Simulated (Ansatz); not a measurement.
The same path of BrCl2HZn (5 atoms, charge 0, multiplicity 1) was run 3 times with different band settings. Lost on the way: Zn1–Cl2, Br4–H5. Made: Zn1–Br4, Cl2–H5.

The calculation used RKS PBE0/def2-SVP (Ansatz).

Relaxed end points:

```xyz
5
Properties=species:S:1:pos:R:3
Zn -0.030 0.000 0.127
Cl 0.522 0.000 2.201
Cl 0.152 0.000 -1.977
Br -2.732 0.000 0.895
H -1.959 0.000 2.110
```

```xyz
5
Properties=species:S:1:pos:R:3
Zn -0.904 0.000 -0.267
Cl 0.217 0.000 2.152
Cl 0.662 0.000 -1.687
Br -2.999 0.000 0.614
H -1.022 0.000 2.544
```

Common settings: movable images 9; climbing image yes; spring 5.0 eV/Å²; force threshold 0.05 eV/Å; end points relaxed.

| run | optimiser | start path | iteration limit | largest step |
| --- | --- | --- | --- | --- |
| 1 | quadratic models (default) | through a guess of the saddle point | 58 | default |
| 2 | fire | through a guess of the saddle point | 60 | 0.02 Å |
| 3 | quadratic models (default) | straight line | 60 | default |

**Question.** What does each run give, and how far can it be trusted?

**Answer.** Run 1: converged after 8 iterations, highest image 0.116 eV above the first end. A vibrational analysis at the climbing image gives one clearly imaginary mode, 304i cm⁻¹: a first-order saddle point.
Run 2: converged after 37 iterations, highest image 0.118 eV above the first end. Another band between the same ends (9 images) ends at a top of the same energy, where a vibrational analysis finds 1 clearly imaginary mode.
Run 3: converged after 8 iterations, highest image 0.115 eV above the first end. Another band between the same ends (9 images) ends at a top of the same energy, where a vibrational analysis finds 1 clearly imaginary mode.
The orbitals stay closed-shell, which can raise the energy where a bond breaks towards radicals; this wasn't checked here.
